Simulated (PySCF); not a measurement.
**Telling isomers of C7H11O3P apart by NMR**

Relativity neglected, single conformer, fast rotation and ring inversion assumed for equivalent nuclei, in vacuum. GFN2-xTB structure; GIAO PBE0/pcSseg-1 shieldings; PySCF 2.14.

δ = σ(ref) − σ, references computed at the same level: TMS for $^{1}$H and $^{13}$C. Splittings of carbon signals by F and P are missing where no couplings were computed. Where no couplings were computed, multiplicities follow the n + 1 count of equivalent neighbours, and m marks all less simple cases (inequivalent or close neighbours, rings, F or P nearby). Shifts are as computed. Against solution values, carbons near 30 ppm lie about +3 ppm off and those near 130 ppm about +5 ppm. Of 1211 compounds with measured shifts, 218 miss one by over three times the rms of a fit or turn the order of signals round; such compounds aren't used in these exercises.

(1) Tabulate the signals of `CC(=O)P(=O)(C(C)=O)C1CC1`, `COC(=O)P1CCC(=O)CC1` and their relative energies.

(2) What is the quickest way to tell CC(=O)P(=O)(C(C)=O)C1CC1 from COC(=O)P1CCC(=O)CC1?

Results:

(1) 
```json
{"SMILES": "CC(=O)P(=O)(C(C)=O)C1CC1", "carbon types": "2×C 1×CH 2×CH2 2×CH3", "δC": "221.7, 33.3, 7.4, 3.1", "δH": "2.81 (m, 6H), 0.98 (m, 2H), 0.89 (m, 2H), 0.85 (m, 1H)", "E rel. (kcal/mol)": "24.0"}
{"SMILES": "COC(=O)P1CCC(=O)CC1", "carbon types": "2×C 4×CH2 1×CH3", "δC": "214.0, 189.8, 53.6, 38.9, 20.1", "δH": "4.03 (s, 3H), 2.38 (m, 4H), 2.23 (m, 4H)", "E rel. (kcal/mol)": "0.0"}
```

Energies are electronic energies at PBE0/pcSseg-1 on these geometries, without zero-point or thermal terms, each for the one conformer computed, which needn't be the lowest.

(2) Count the carbon signals: 4 against 5. The first has a three-membered-ring carbon (CH) at 7.4 ppm, the second an sp3 CH2 α to a carbonyl at 38.9 ppm. Their most deshielded carbons lie at 221.7 and 214.0 ppm. In the proton spectra the most deshielded non-exchanging signals are 2.81 (m, 6H) and 4.03 (s, 3H).
